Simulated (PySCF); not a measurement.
Se(Cl)4, Cl4Se, SMILES Cl[Se](Cl)(Cl)Cl, singlet (PBE0/def2-SVP optimised geometry):

```
5

Se    -1.061    -0.001     0.000
Cl     1.106    -0.001     0.000
Cl    -1.106     2.328     0.000
Cl    -1.527    -0.052    -2.115
Cl    -1.105    -2.328     0.112
```

Computed with PBE0/def2-TZVP in PySCF.

Problem. What are the frontier orbital energies and the dipole moment?

Solution. HOMO-2 -8.98 eV, HOMO-1 -8.89 eV, HOMO -8.38 eV, LUMO -3.98 eV, LUMO+1 -3.68 eV; dipole moment 0.32 D.

On the same geometry PBE/def2-TZVP in PySCF 2.14.0 gives HOMO-2 -7.58 eV, HOMO-1 -7.49 eV, HOMO -7.26 eV, LUMO -4.72 eV, LUMO+1 -4.40 eV; dipole moment 0.22 D.

Meta-Löwdin charges at PBE0/def2-TZVP: Se1 1.01, Cl2 -0.12, Cl3 -0.38, Cl4 -0.12, Cl5 -0.38.
